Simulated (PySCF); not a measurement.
Lowest singlet excitation (eV) of eight silicon and germanium compounds: TDA-PBE beside TDA-B3LYP, computed with PySCF for isolated molecules in the bases named; differences from unrounded values. The eight are the first of their class met in an unordered collection, after screening for sound electronic states; none was chosen by its value. Each molecule has one DFT geometry for both levels.

| molecule | basis | TDA-B3LYP |
|---|---|---|
| C3H6F2Si, SMILES F[SiH2][C@@H]1C[C@@H]1F | def2-SVPD | 7.35 |
| C5H6Si, SMILES C#C[SiH2]C#CC | def2-SVPD | 5.78 |
| FGeH5OSi, SMILES F[SiH2][O][GeH3] | def2-SVPD | 6.97 |
| CH4ClNOSi2, SMILES O[Si@@]1(Cl)N=C[SiH2]1 | def2-SVPD | 3.69 |
| C2H10ClNSi2, SMILES CN[Si@@H](Cl)C[SiH3] | def2-SVPD | 6.10 |
| CHCl2FOSi, SMILES O=C[Si](F)(Cl)Cl | def2-SVPD | 3.27 |
| CH8FNOSi2, SMILES C[SiH2]N[Si@H](O)F | def2-SVPD | 6.60 |
| C3H6GeO, SMILES C#C[CH2][GeH2][OH] | def2-SVPD | 6.15 |

Estimate the TDA-PBE values and say how TDA-PBE differs from TDA-B3LYP over the set. (The exact figures need the calculation; the answer reports its results.)


```csv
molecule,TDA-PBE,difference
"C3H6F2Si, SMILES F[SiH2][C@@H]1C[C@@H]1F",6.58,-0.77
"C5H6Si, SMILES C#C[SiH2]C#CC",5.44,-0.34
"FGeH5OSi, SMILES F[SiH2][O][GeH3]",6.32,-0.65
"CH4ClNOSi2, SMILES O[Si@@]1(Cl)N=C[SiH2]1",3.51,-0.18
"C2H10ClNSi2, SMILES CN[Si@@H](Cl)C[SiH3]",5.46,-0.64
"CHCl2FOSi, SMILES O=C[Si](F)(Cl)Cl",3.14,-0.13
"CH8FNOSi2, SMILES C[SiH2]N[Si@H](O)F",5.98,-0.62
"C3H6GeO, SMILES C#C[CH2][GeH2][OH]",5.50,-0.65
```
TDA-PBE lies below TDA-B3LYP in 8 and above it in 0 of the eight; the mean signed difference is -0.50 and the largest -0.77 eV.
